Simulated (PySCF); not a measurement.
## Static response to an electric field

C9H9N.
Atom-mapped SMILES: `[CH2:1]=[N:2][C:3]1=[CH:4][C@H:5]2[CH:6]=[CH:7][C@@H:8]1[CH:9]=[CH:10]2` (hydrogens: H11, H12 on C1; H13 on C4; H14 on C5; H15 on C6; H16 on C7; H17 on C8; H18 on C9; H19 on C10)

Cartesian coordinates in Å at the PBE0-D3(BJ)/def2-SVP level; atoms count from 1:
```
atom  x, y, z in Å
C1     3.227    0.092   -0.578
N2     2.348    0.592    0.187
C3     1.040    0.145    0.133
C4     0.590   -1.119    0.157
C5    -0.935   -1.194    0.208
C6    -1.361   -0.387    1.440
C7    -0.910    0.864    1.422
C8    -0.088    1.184    0.170
C9    -0.981    0.853   -1.025
C10   -1.430   -0.400   -1.004
H11    2.987   -0.658   -1.356
H12    4.273    0.410   -0.477
H13    1.218   -2.008    0.220
H14   -1.305   -2.226    0.225
H15   -1.973   -0.832    2.227
H16   -1.086    1.618    2.190
H17    0.311    2.204    0.158
H18   -1.200    1.595   -1.795
H19   -2.078   -0.855   -1.756
```

Level: wB97X-D/def2-SVPD (PySCF), static field, nuclei fixed, core orbitals frozen in the response. The polarisability tensor in these axes (au):

```
x   119.23   8.38  -8.68
y     8.38 100.67   1.74
z    -8.68   1.74  88.20
```

**Question.** Give the principal values, the mean and the anisotropy Δα = √{½[(α1 − α2)² + (α2 − α3)² + (α1 − α3)²]}.

**Answer.** Principal values 84.92, 99.13 and 124.05 au; mean 102.70 au = 15.22 Å³ = 16.93 × 10⁻⁴⁰ C²·m²/J; Δα = 34.31 au (33 % of the mean).

**Question.** What is the dipole moment, and where does it point?

**Answer.** (0.03, -0.97, -1.00) D, 1.40 D in size, pointing from the negative to the positive side. Measured along this direction, the outermost atoms are H16 at the negative end and H19 at the positive end.

**Question.** What are the principal values of the traceless quadrupole moment, Θ = ½Σq(3rr − r²1), about the centre of nuclear charge?

**Answer.** -6.95, 2.25, 4.69 D·Å. The values depend on the origin, since the dipole doesn't vanish. The electronic extent ⟨r²⟩ about the same centre is 1213 bohr², a root-mean-square distance of 2.20 Å for the 70 electrons.

**Question.** Directions of the eigenvectors, and the extent of the frame along each?

**Answer.** Largest value along (0.93, 0.32, -0.21), where the nuclei span 6.74 Å; middle along (-0.24, 0.91, 0.33), 4.51 Å; least along (0.30, -0.26, 0.92), 4.10 Å. The response follows the extents in order.

**Question.** What depolarisation ratio follows for Rayleigh scattering of linearly polarised light, taking the static tensor?

**Answer.** ρ = 3Δα²/(45ᾱ² + 4Δα²) = 3530.7/(474624 + 4707.6) = 0.00737.

**Question.** Estimate the molar refractivity from the static electronic polarisability.

**Answer.** Lorentz–Lorenz: R = (4π/3)N_A α = 2.5225 cm³/(mol·Å³) × 15.22 Å³ = 38.4 cm³/mol, in the limit of long wavelengths.

Isolated species at its PBE0-D3(BJ)/def2-SVP geometry (one conformer only).
